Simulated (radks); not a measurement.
Values are calculated unless marked as measured or tabulated.
Ionisation of neutral rubidium, [Kr] 5s1, to Rb+, [Kr], under several functionals. Scalar-relativistic Kohn-Sham, spin-polarised, spherical densities, point nucleus; open shells are filled with parallel spins first (spin-orbit coupling, left out, can overturn this in heavy ions); a radial shooting solver on a logarithmic mesh with Libxc functionals. The NIST Atomic Spectra Database gives 4.177 eV (measured). Rank these functionals by the error of their Delta-SCF ionisation energy: LDA (Slater exchange, VWN5 correlation); PBEsol; OLYP; B86b exchange with PBE correlation; PBE.

Answer. From best to worst: PBEsol 4.229 eV (+0.052); OLYP 4.103 eV (-0.074); PBE 4.290 eV (+0.113); B86b exchange with PBE correlation 4.297 eV (+0.120); LDA (Slater exchange, VWN5 correlation) 4.407 eV (+0.230).
